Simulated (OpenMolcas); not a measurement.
A calculation on Cu³⁺.

| Item | Value |
| --- | --- |
| Program | OpenMolcas |
| Method | XMS-CASPT2, IPEA 0.25 Eh, imaginary shift 0.1 Eh (closed shells correlated: 3s 3p) |
| Basis | ANO-RCC-VTZP [6s5p3d2f1g] |
| Scalar Hamiltonian | DKH2, point nucleus |
| Active space | 8 electrons in 5 orbitals (3d) |
| State averaging | 2S+1 = 3 even, 10 roots; 2S+1 = 1 even, 15 roots |
| Spin-orbit coupling | state interaction with AMFI integrals over the reference wave functions, term energies averaged over their components |

Q: Which level of the active space comes out lowest?

A: 3d⁸ ³F₄, with 100 % of that term; it is also the measured ground level.

Q: How high does 3d⁸ ³P₀ lie?

A: 20640 cm⁻¹ above the lowest level; measured 20423 cm⁻¹ above the ground level, so the calculation is off by +1 %.

Q: How high does 3d⁸ ¹D₂ lie?

A: 16270 cm⁻¹ above the lowest level; measured 16248 cm⁻¹ above the ground level, so the calculation is off by 0 %.

Q: How high does 3d⁸ ³P₂ lie?

A: 19940 cm⁻¹ above the lowest level; measured 19697 cm⁻¹ above the ground level, so the calculation is off by +1 %.

Measured values: Sugar and Musgrove, J. Phys. Chem. Ref. Data 19, 527 (1990).

Term energies are means over components that CASPT2 splits; among the terms shown or strongly mixed into the levels shown the widest spread is 1100 cm-1 (3d⁸ ³F). Computed and measured levels are paired by configuration, term and J; levels that our copy of the source lacks, or whose pairing is in doubt (as where it misses far off the trend of its configuration), stay unpaired and out of the deviations. Levels of configurations outside the active space are missing.
